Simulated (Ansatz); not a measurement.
`C[CH](C)[AlH][Cl]` + H₂O → `[OH][AlH][Cl]` + `CCC` at 700 K and 1 bar (formal hydrolysis of the Al–C bond).

Isolated molecules relaxed with PBE0-D4/def2-TZVP in Ansatz; ΔE leaves out vibrations. CCSD(T)/CBS adds triple-zeta CCSD(T) − MP2 to the extrapolated MP2 energy (def2 sets, frozen cores). This one scheme is used for every species. One conformer a species, not always the lowest.

| species | CCSD(T)/CBS energy (Eh) | H − E (kJ/mol) | S (J/(mol·K)) |
| --- | --- | --- | --- |
| `C[CH](C)[AlH][Cl]` | -820.83602 | 353.4 | 509.3 |
| H₂O | -76.37941 | 80.5 | 218.4 |
| `[OH][AlH][Cl]` | -778.29577 | 104.7 | 356.1 |
| `CCC` | -118.98051 | 329.4 | 356.3 |

H − E and S are ideal-gas, rigid-rotor, harmonic terms from PBE0-D4/def2-TZVP, for one conformer and one mirror image of each species. 1 Eh = 2625.50 kJ/mol, R = 8.31446 J/(mol·K).

Task: By hand: ΔE, ΔH, ΔS and ΔG.

Result: ΔE = (-778.29577) + (-118.98051) − (-820.83602) − (-76.37941) = -0.06085 Eh = -159.8 kJ/mol. Δ(H − E) = 104.7 + 329.4 − 353.4 − 80.5 = 0.2, so ΔH = -159.6 kJ/mol. ΔS = 356.1 + 356.3 − 509.3 − 218.4 = -15.3 J/(mol·K). ΔG = -159.6 − 700 × (-15.3)/1000 = -148.9 kJ/mol.

Task: By hand: the equilibrium constant, and the temperature at which ΔG would vanish if ΔH and ΔS stayed fixed.

Result: log₁₀ K = −ΔG/(RT ln 10) = 11.1. ΔG = 0 at ΔH/ΔS = 10431 K, far beyond where these terms or the molecules hold.

ΔH outweighs TΔS. A doubt of 5 kJ/mol in ΔE shifts log₁₀ K by 0.4 here. Other conformers and mirror images would add mixing entropy, several J/(mol·K) or more a flexible species. Modes under 60 cm⁻¹, often nearly free rotors, make the harmonic entropy too high. These are equilibria of isolated gas molecules and say nothing of rates. Largest T1 diagnostic: 0.011 (customary marks: 0.02 for closed shells, 0.045 for open ones).
